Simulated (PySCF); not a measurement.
C$_{6}$H$_{12}$, triplet (typed; the unrestricted solution is spin-contaminated), at the geometry of the source list (a higher spin typed on purpose: for a closed-shell molecule this is an excited state); BLYP/STO-3G run with PySCF.

The PySCF input:
```python
from pyscf import gto, scf, dft

mol = gto.Mole()
mol.atom = '''
    C    -0.671200    1.113100   -0.681000
    C     0.744600    1.257700   -0.129600
    C     1.458300   -0.091400   -0.135300
    C     0.671200   -1.113100    0.681000
    C    -0.744600   -1.257700    0.129600
    C    -1.458300    0.091400    0.135300
    H    -0.621900    0.783800   -1.721400
    H    -1.180100    2.079300   -0.659400
    H     1.305900    1.978800   -0.728000
    H     0.696900    1.637000    0.893800
    H     1.552400   -0.446100   -1.164200
    H     2.464800    0.017500    0.274700
    H     1.180100   -2.079300    0.659400
    H     0.621900   -0.783800    1.721400
    H    -1.305900   -1.978800    0.728000
    H    -0.696900   -1.637000   -0.893800
    H    -1.552400    0.446100    1.164200
    H    -2.464800   -0.017500   -0.274700
'''
mol.basis = 'sto-3g'
mol.charge = 0
mol.spin = 2
mol.verbose = 4
mol.symmetry = True
mol.build()

mf = dft.UKS(mol)
mf.xc = 'blyp'
mf.irrep_nelec = {'Ag': (11, 11), 'Au': (14, 12)}
mf.kernel()
mf.analyze()
```

Problem. Write the output that PySCF gives for this input, abridged.

Solution. 
```
PySCF version 2.14.0

[INPUT] verbose = 4
[INPUT] num. atoms = 18
[INPUT] num. electrons = 48
[INPUT] charge = 0
[INPUT] spin (= nelec alpha-beta = 2S) = 2
[INPUT] symmetry True subgroup None
[INPUT] Mole.unit = angstrom
[INPUT] Symbol           X                Y                Z      unit          X                Y                Z       unit  Magmom
[...]
nuclear repulsion = 257.463584015634
point group symmetry = Ci
symmetry origin: [ 0.00000000e+00 -6.63531730e-17 -1.61907524e-17]
symmetry axis x: [ 0.05832494 -0.32458887 -0.94405522]
symmetry axis y: [-0.47758747 -0.83949966  0.25913419]
symmetry axis z: [ 0.87664611 -0.43575496  0.20398335]
num. orbitals of irrep Ag = 21
num. orbitals of irrep Au = 21
number of shells = 30
number of NR pGTOs = 126
number of NR cGTOs = 42
basis = sto-3g
ecp = {}

******** <class 'pyscf.dft.uks_symm.SymAdaptedUKS'> ********
method = SymAdaptedUKS
initial guess = minao
damping factor = 0
level_shift factor = 0
DIIS = <class 'pyscf.scf.diis.CDIIS'>
diis_start_cycle = 1
diis_space = 8
diis_damp = 0
SCF conv_tol = 1e-09
SCF conv_tol_grad = None
SCF max_cycles = 50
direct_scf = True
direct_scf_tol = 1e-13
number electrons alpha = 25  beta = 23
irrep_nelec {'Ag': (11, 11), 'Au': (14, 12)}
XC library pyscf.dft.libxc version 7.1.2
    S. Lehtola, C. Steigemann, M. J. T. Oliveira, and M. A. L. Marques,  SoftwareX 7, 1–5 (2018)
XC functionals = blyp
    A. D. Becke,  Phys. Rev. A 38, 3098 (1988)
    C. Lee, W. Yang, and R. G. Parr,  Phys. Rev. B 37, 785 (1988)
    B. Miehlich, A. Savin, H. Stoll, and H. Preuss,  Chem. Phys. Lett. 157, 200 (1989)
radial grids:
    Treutler-Ahlrichs [JCP 102, 346 (1995); DOI:10.1063/1.469408] (M4) radial grids

becke partition: Becke, JCP 88, 2547 (1988); DOI:10.1063/1.454033
pruning grids: <function nwchem_prune>
grids dens level: 3
symmetrized grids: True
atomic radii adjust function: <function treutler_atomic_radii_adjust>
small_rho_cutoff = 0
Freeze 48 electrons in irreps ['Ag', 'Au']
    0 free electrons in irreps
Set gradient conv threshold to 3.16228e-05
tot grids = 202408
init E= -233.205627122652

cycle= 1 E= -231.808077640464  delta_E=  1.4  |g|= 0.169  |ddm|=  4.5

cycle= 2 E= -231.77163313121  delta_E= 0.0364  |g|= 0.228  |ddm|= 2.22

cycle= 3 E= -231.844615733629  delta_E= -0.073  |g|= 0.0469  |ddm|= 1.74

cycle= 4 E= -231.841668886933  delta_E= 0.00295  |g|= 0.0633  |ddm|= 1.01

cycle= 5 E= -231.851461963415  delta_E= -0.00979  |g|= 0.00867  |ddm|= 0.617

cycle= 6 E= -231.851577044598  delta_E= -0.000115  |g|= 0.00446  |ddm|= 0.0654

cycle= 7 E= -231.851585340885  delta_E= -8.3e-06  |g|= 0.00444  |ddm|= 0.0364

cycle= 8 E= -231.851602396153  delta_E= -1.71e-05  |g|= 0.000735  |ddm|= 0.0162

cycle= 9 E= -231.851604897525  delta_E= -2.5e-06  |g|= 0.000404  |ddm|= 0.0161

cycle= 10 E= -231.851605889709  delta_E= -9.92e-07  |g|= 0.000434  |ddm|= 0.00795

cycle= 11 E= -231.851606785854  delta_E= -8.96e-07  |g|= 0.000445  |ddm|= 0.00859

cycle= 12 E= -231.851608534545  delta_E= -1.75e-06  |g|= 0.000395  |ddm|= 0.0149

cycle= 13 E= -231.851620999058  delta_E= -1.25e-05  |g|= 0.000235  |ddm|= 0.174

cycle= 14 E= -231.851618727484  delta_E= 2.27e-06  |g|= 0.000211  |ddm|= 0.0515

cycle= 15 E= -231.851622076924  delta_E= -3.35e-06  |g|= 9.89e-05  |ddm|= 0.0977

cycle= 16 E= -231.851622197582  delta_E= -1.21e-07  |g|= 3.42e-05  |ddm|= 0.0113

cycle= 17 E= -231.851622236644  delta_E= -3.91e-08  |g|= 2.55e-05  |ddm|= 0.00685

cycle= 18 E= -231.851622255927  delta_E= -1.93e-08  |g|= 1.36e-05  |ddm|= 0.00952

cycle= 19 E= -231.851622255703  delta_E= 2.24e-10  |g|= 8.51e-06  |ddm|= 0.00173

Extra cycle  E= -231.851622255798  delta_E= -9.53e-11  |g|= 6.51e-06  |ddm|= 7.72e-05
converged SCF energy = -231.851622255798  <S^2> = 3.0036311  2S+1 = 3.6075649
**** SCF Summaries ****
Total Energy =                        -231.851622255798020
Nuclear Repulsion Energy =             257.463584015634353
One-electron Energy =                 -822.461622289388970
[...]
alpha MO #38 (Au #19), energy= 0.471065343873337 occ= 0
alpha MO #39 (Ag #20), energy= 0.473352374504717 occ= 0
alpha MO #40 (Ag #21), energy= 0.481982244982996 occ= 0
alpha MO #41 (Au #20), energy= 0.495741578152636 occ= 0
alpha MO #42 (Au #21), energy= 0.498625306568138 occ= 0
beta  MO #1 (Ag #1), energy= -9.74044753926542 occ= 1
beta  MO #2 (Au #1), energy= -9.74043691328168 occ= 1
beta  MO #3 (Ag #2), energy= -9.72870298141999 occ= 1
beta  MO #4 (Au #2), energy= -9.72857369168808 occ= 1
beta  MO #5 (Au #3), energy= -9.72754086971669 occ= 1
beta  MO #6 (Ag #3), energy= -9.72740261576008 occ= 1
beta  MO #7 (Ag #4), energy= -0.705994570765476 occ= 1
beta  MO #8 (Au #4), energy= -0.624189174813258 occ= 1
beta  MO #9 (Au #5), energy= -0.622079627487994 occ= 1
beta  MO #10 (Ag #5), energy= -0.501654553539666 occ= 1
beta  MO #11 (Ag #6), energy= -0.500093932033119 occ= 1
beta  MO #12 (Au #6), energy= -0.445049046592724 occ= 1
beta  MO #13 (Ag #7), energy= -0.39186152828739 occ= 1
beta  MO #14 (Au #7), energy= -0.35475137698661 occ= 1
beta  MO #15 (Ag #8), energy= -0.33639568290683 occ= 1
beta  MO #16 (Ag #9), energy= -0.335807696893327 occ= 1
beta  MO #17 (Au #8), energy= -0.297858402465227 occ= 1
beta  MO #18 (Au #9), energy= -0.284721109882675 occ= 1
beta  MO #19 (Au #10), energy= -0.274959578037543 occ= 1
beta  MO #20 (Au #11), energy= -0.242072605219725 occ= 1
beta  MO #21 (Au #12), energy= -0.238932526964118 occ= 1
beta  MO #22 (Ag #10), energy= -0.223634290850438 occ= 1
beta  MO #23 (Ag #11), energy= -0.216763466317217 occ= 1
beta  MO #24 (Ag #12), energy= -0.197120935156557 occ= 0
beta  MO #25 (Au #13), energy= 0.317168736881057 occ= 0
beta  MO #26 (Au #14), energy= 0.324132032395386 occ= 0
beta  MO #27 (Au #15), energy= 0.344984182221648 occ= 0
beta  MO #28 (Ag #13), energy= 0.349823596794072 occ= 0
beta  MO #29 (Ag #14), energy= 0.377261992360292 occ= 0
beta  MO #30 (Ag #15), energy= 0.382002111562467 occ= 0
beta  MO #31 (Ag #16), energy= 0.417477017623667 occ= 0
beta  MO #32 (Ag #17), energy= 0.429504171027779 occ= 0
beta  MO #33 (Ag #18), energy= 0.433744732988006 occ= 0
beta  MO #34 (Au #16), energy= 0.451638974002575 occ= 0
beta  MO #35 (Au #17), energy= 0.45248047449384 occ= 0
beta  MO #36 (Au #18), energy= 0.475452782288142 occ= 0
beta  MO #37 (Ag #19), energy= 0.486857540598825 occ= 0
beta  MO #38 (Au #19), energy= 0.491476560957749 occ= 0
beta  MO #39 (Ag #20), energy= 0.492794041367176 occ= 0
beta  MO #40 (Ag #21), energy= 0.504936279176108 occ= 0
beta  MO #41 (Au #20), energy= 0.518108416350752 occ= 0
beta  MO #42 (Au #21), energy= 0.523290014845105 occ= 0
 ** Mulliken pop alpha/beta on meta-lowdin orthogonal AOs **
 ** Mulliken pop       alpha | beta **
In total            25.00000 | 23.00000
 ** Mulliken atomic charges   ( Nelec_alpha | Nelec_beta ) **
charge of  0C =     -0.04811  (     3.15293      2.89518 )
charge of  1C =     -0.02972  (     3.04388      2.98584 )
charge of  2C =     -0.04810  (     3.15291      2.89519 )
charge of  3C =     -0.04811  (     3.15293      2.89518 )
charge of  4C =     -0.02972  (     3.04388      2.98584 )
charge of  5C =     -0.04810  (     3.15291      2.89519 )
charge of  6H =     -0.00837  (     0.54072      0.46765 )
charge of  7H =      0.05897  (     0.46262      0.47841 )
charge of  8H =      0.02967  (     0.59727      0.37306 )
charge of  9H =     -0.00489  (     0.54625      0.45864 )
charge of  10H =     -0.00837  (     0.54072      0.46766 )
charge of  11H =      0.05893  (     0.46271      0.47837 )
charge of  12H =      0.05897  (     0.46262      0.47841 )
charge of  13H =     -0.00837  (     0.54072      0.46765 )
charge of  14H =      0.02967  (     0.59727      0.37306 )
charge of  15H =     -0.00489  (     0.54625      0.45864 )
charge of  16H =     -0.00837  (     0.54072      0.46766 )
charge of  17H =      0.05893  (     0.46271      0.47837 )
Dipole moment(X, Y, Z, Debye): -0.00000, -0.00000,  0.00000
```
